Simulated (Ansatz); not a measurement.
Mulliken charges of FH₅SSi₂ (`F[SiH2][SiH2]S`) from ωB97M-V/def2-TZVPP in Ansatz (PBE0-D4/def2-TZVP geometry).

```tsv
atom	x (Å)	y (Å)	z (Å)	charge (e)
F1	-1.222	1.451	-1.018	-0.322
Si2	0.318	1.023	-0.835	0.406
Si3	0.332	-1.012	0.326	0.133
S4	-0.900	-0.800	2.066	-0.246
H5	0.925	0.935	-2.189	-0.038
H6	0.996	2.088	-0.054	-0.033
H7	1.693	-1.317	0.839	-0.010
H8	-0.113	-2.136	-0.543	-0.017
H9	-1.940	-0.278	1.391	0.127
```

Task: By hand: the dipole of these point charges (1 e Å = 4.8032 D).

Result: Σ q r = (0.459, -0.080, -0.214) e Å, of length 0.513 e Å = 2.46 D.

Task: How does the dipole of the full density compare? (Best estimate.)

Result: Ansatz gave: (0.194, -0.047, -0.143) e Å, 1.18 D; the point charges give 2.08 times that, at 11° from its direction.

Point charges leave out the atoms' own dipoles, such as those of lone pairs, and Mulliken's split depends on the basis, so the two needn't agree.
